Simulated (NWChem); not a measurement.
# CH2NS, doublet; SMILES [C](=S)N

```xyz
5

N      0.1387     1.5959     0.0000
C     -0.4254     0.4107     0.0000
S      0.0535    -1.1121     0.0000
H      1.1520     1.7214     0.0000
H     -0.4274     2.4366     0.0000
```
Atoms are numbered in this order, from 1.

Computed with NWChem. Pople sets run with spherical d functions. Spin-unrestricted. In the optimisation the excess spin sits in a' (Cs, its own frame). The geometry was optimised at PBE0/def2-SVP, spin-unrestricted. No stability test was run on the SCF state. Level TPSS/6-31G*: energy and gradient; each run changes one setting, and changes count from the defaults (medium grid, exact Coulomb integrals, symmetry on).

| setting | size of the energy change (μHa) | largest change of a gradient component (μHa/bohr) |
|---|---|---|
| defaults | < 10 | < 30 |
| Coulomb fitting, Weigend set | 100 | 70 |
| Coulomb fitting, Ahlrichs set | 300 | 100 |
| symmetry off | < 10 | other frame |
| Becke weights | < 10 | 40 |
| tight SCF thresholds and tolerances | < 10 | < 30 |
